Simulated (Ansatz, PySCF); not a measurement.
Gas-phase reaction (SMILES): C1CC2=C1CC2 + 8 C (CH4) → C=C (C2H4) [ethene] + 6 CC (C2H6); bond separation energy.

Geometries: B3LYP-D3(BJ)/def2-TZVP minima from Ansatz (a first-principles code), one conformer each, not searched for the lowest. Cores are frozen in the correlated levels unless marked. Spin-orbit coupling is left out. Non-relativistic. CBS(X,Y): correlation extrapolated as X^-3; Hartree-Fock from the larger set. [CCSD(T)-MP2]/basis is that difference in the basis named. Thermal terms are rigid-rotor harmonic-oscillator values from B3LYP-D3(BJ) frequencies (Ansatz or PySCF) at 298.15 K and 1 atm. 1 Eh = 627.5095 kcal/mol.

```json
[
 {"species": "C1CC2=C1CC2", "E, RI-MP2/CBS(cc-pVTZ,cc-pVQZ)+[CCSD(T)-MP2]/cc-pVTZ (Ansatz) (Eh)": "-232.99259", "E, wB97X-V/def2-TZVPD (Ansatz) (Eh)": "-233.33448", "H - E (Eh)": "0.12658"},
 {"species": "C (CH4)", "E, RI-MP2/CBS(cc-pVTZ,cc-pVQZ)+[CCSD(T)-MP2]/cc-pVTZ (Ansatz) (Eh)": "-40.46125", "E, wB97X-V/def2-TZVPD (Ansatz) (Eh)": "-40.51531", "H - E (Eh)": "0.04840"},
 {"species": "C=C (C2H4)", "E, RI-MP2/CBS(cc-pVTZ,cc-pVQZ)+[CCSD(T)-MP2]/cc-pVTZ (Ansatz) (Eh)": "-78.47961", "E, wB97X-V/def2-TZVPD (Ansatz) (Eh)": "-78.58890", "H - E (Eh)": "0.05494"},
 {"species": "CC (C2H6)", "E, RI-MP2/CBS(cc-pVTZ,cc-pVQZ)+[CCSD(T)-MP2]/cc-pVTZ (Ansatz) (Eh)": "-79.71807", "E, wB97X-V/def2-TZVPD (Ansatz) (Eh)": "-79.82947", "H - E (Eh)": "0.07887"}
]
```

Work out ΔE and ΔH at 298.15 K at the first level, then ΔH at the second.


1. ΔE = [(-78.47961) + 6×(-79.71807)] - [(-232.99259) + 8×(-40.46125)] = -0.10544 Eh = -66.2 kcal/mol at RI-MP2/CBS(cc-pVTZ,cc-pVQZ)+[CCSD(T)-MP2]/cc-pVTZ.
2. The terms H - E add up to 0.01438 Eh, so ΔH = (-0.10544 + (0.01438))×627.5095 = -57.1 kcal/mol.
3. At wB97X-V/def2-TZVPD the same steps give ΔE = -68.2 and ΔH = -59.2 kcal/mol, a shift of -2.1 from the first level.
4. These values are not checked against measurement here, since the tables used lack a sound gas-phase enthalpy of formation for at least one species.
